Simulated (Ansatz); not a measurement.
Isolated molecules relaxed with PBE0-D4/def2-TZVP in Ansatz; ΔE leaves out vibrations. CCSD(T)/CBS adds triple-zeta CCSD(T) − MP2 to the extrapolated MP2 energy (def2 sets, frozen cores). This one scheme is used for every species, atoms too. DFT in def2-TZVPP. Open shells (•) are unrestricted, without spin–orbit coupling. Spin–orbit coupling would lower the free atoms: a little for C, S; strongly for Sn. def2 core potentials past Kr. For Sn outer-core shells are correlated without core-valence functions, so the limit isn't a true one: a few kJ/mol of doubt a bond, and 10 to 20 or more in all where bonds break to atoms. Each species was taken in one conformer, which may not be the lowest.

Consider the atomization: `C[S][Sn][NH2]` → C• + 5 H• + N• + S• + Sn•.

`C[S][Sn][NH2]`:

Cartesian coordinates in Å:
```
C -0.407 -0.983 0.949
S 0.710 -1.761 -0.246
Sn 1.351 -0.015 -1.820
N 0.282 1.472 -0.979
H -0.706 -1.751 1.662
H 0.094 -0.181 1.494
H -1.302 -0.597 0.460
H -0.306 1.410 -0.162
H 0.284 2.406 -1.358
```

| species | PBE-QIDH energy (Eh) |
| --- | --- |
| `C[S][Sn][NH2]` | -707.91933 |
| C• | -37.80052 |
| H• | -0.50179 |
| N• | -54.54130 |
| S• | -397.88880 |
| Sn• | -214.05815 |

(1) Work out ΔE.

Largest T1 diagnostic among the species: 0.016.

## Answers

(1) ΔE = 5 × (-0.50179) + (-37.80052) + (-54.54130) + (-397.88880) + (-214.05815) − (-707.91933) = 1.12161 Eh = +2944.8 kJ/mol. CCSD(T)/CBS gives +3001.5 kJ/mol.

In def2-TZVPP, CCSD(T) changes the Hartree–Fock value by +866.1 kJ/mol (the triples alone add +57.6 kJ/mol) and MP2 by +895.3 kJ/mol; breaking electron pairs costs correlation energy, which Hartree–Fock lacks. From r2SCAN to r2SCAN0 (25 % exact exchange), in def2-TZVPP and without D4, ΔE moves by −60.4 kJ/mol: exact exchange takes away binding that semilocal exchange gives to molecules. At CCSD(T), def2-SVP lies −263.6 kJ/mol from the extrapolated value and def2-TZVPP −108.5 kJ/mol: correlation converges slowly with the basis, and small sets miss more of it in the bonded molecule than in its fragments.

For atomizations the MP2-based limit and the directly extrapolated one differ by several kJ/mol either way, and by 10 to 25 for some Ge, Se and Sn compounds, so smaller differences from it don't rank the levels.
